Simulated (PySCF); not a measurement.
This PySCF input asks for the NMR shieldings of SMILES CS[B@@H-]([NH3+])C1CCC1, C5H14BNS; the geometry comes from GFN2-xTB.

```python
import basis_set_exchange as bse
import numpy as np
from pyscf import gto, dft
from pyscf.prop import nmr

atoms = """
C     3.015530    1.144290    0.684828
S     2.010396   -0.237887    1.282289
B     0.859310   -0.491057   -0.257120
N     0.211531   -1.942968    0.065590
C    -0.347926    0.584463   -0.316754
C    -1.333544    0.596784    0.875600
C    -2.432995    0.018945   -0.026850
C    -1.531419    0.231752   -1.251136
H     3.474279    0.869719   -0.261309
H     3.779238    1.342768    1.430439
H     2.382790    2.018372    0.555144
H     1.508662   -0.578977   -1.248025
H    -0.407682   -2.241690   -0.682266
H    -0.314384   -1.839398    0.930524
H     0.958261   -2.616626    0.210686
H     0.050487    1.578977   -0.529273
H    -1.565288    1.598896    1.230766
H    -1.046206   -0.001725    1.741506
H    -3.367312    0.578030   -0.036297
H    -2.670767   -1.026998    0.172585
H    -1.390722   -0.632655   -1.902566
H    -1.852651    1.066369   -1.871562
"""
names = dict.fromkeys(["C", "S", "B", "N", "H"], "pcSseg-1")
basis = {el: gto.basis.parse(bse.get_basis(n, elements=[el], fmt="nwchem")) for el, n in names.items()}
mol = gto.M(atom=atoms, basis=basis, charge=0, verbose=0)
mf = dft.RKS(mol, xc="PBE0")
mf.grids.level = 2
mf.grids.alignment = dft.numint.BLKSIZE   # the property module wants whole blocks of grid points
mf.conv_tol = 1e-9
mf.kernel()

calc = nmr.RKS(mf)   # GIAO
C = mf.mo_coeff
Co = C[:, mf.mo_occ > 0]
resp = mf.gen_response(singlet=True, hermi=2)
def vind(x):   # induced exchange potential for any number of trial vectors
    d = np.einsum("pi,xij,qj->xpq", C, 2 * x.reshape(-1, C.shape[1], Co.shape[1]), Co, optimize=True)
    return np.einsum("xpq,pi,qj->xij", resp(d - d.transpose(0, 2, 1)), C, Co, optimize=True).ravel()
mo1, _ = nmr.rhf.solve_mo1(calc, with_cphf=vind)
sigma = calc.kernel(mo1)
for i, s in enumerate(sigma):   # ppm
    w = np.linalg.eigvalsh((s + s.T) / 2)
    print("%2d %-2s iso %8.1f  s11 %8.1f  s22 %8.1f  s33 %8.1f" % (i, mol.atom_pure_symbol(i), w.mean(), *w))
```

**Question.** Give the expected output.

**Answer.** 
```
 0 C  iso    171.1  s11    159.2  s22    165.1  s33    189.0
 1 S  iso    687.6  s11    563.7  s22    629.4  s33    869.9
 2 B  iso    110.0  s11     99.1  s22    108.8  s33    122.0
 3 N  iso    223.8  s11    209.8  s22    220.7  s33    240.9
 4 C  iso    164.4  s11    145.1  s22    163.9  s33    184.3
 5 C  iso    164.9  s11    150.6  s22    160.0  s33    183.9
 6 C  iso    166.1  s11    156.5  s22    164.4  s33    177.5
 7 C  iso    163.4  s11    149.1  s22    160.9  s33    180.2
 8 H  iso     29.7  s11     24.3  s22     27.4  s33     37.5
 9 H  iso     29.9  s11     24.0  s22     26.8  s33     38.9
10 H  iso     29.7  s11     22.9  s22     29.1  s33     37.2
11 H  iso     28.9  s11     26.8  s22     28.7  s33     31.1
12 H  iso     28.2  s11     21.0  s22     25.0  s33     38.6
13 H  iso     28.2  s11     23.4  s22     26.0  s33     35.3
14 H  iso     28.4  s11     21.2  s22     25.8  s33     38.3
15 H  iso     29.6  s11     24.8  s22     29.8  s33     34.3
16 H  iso     29.3  s11     25.6  s22     27.3  s33     35.0
17 H  iso     30.0  s11     26.5  s22     30.1  s33     33.6
18 H  iso     29.5  s11     26.0  s22     26.1  s33     36.5
19 H  iso     30.5  s11     27.3  s22     28.7  s33     35.6
20 H  iso     30.5  s11     26.7  s22     28.9  s33     35.9
21 H  iso     29.2  s11     25.9  s22     26.4  s33     35.1
```

These numbers come from an equivalent density-fitted implementation of the same equations, which agrees with the script to about 0.01 ppm for H and up to a few tenths of a ppm for heavy atoms, so last digits may differ.

Size and cost of the density-fitted run: 213 basis functions, 40 s wall time on 1 thread of an Arm Neoverse V2, shared host; peak memory 1 GiB.
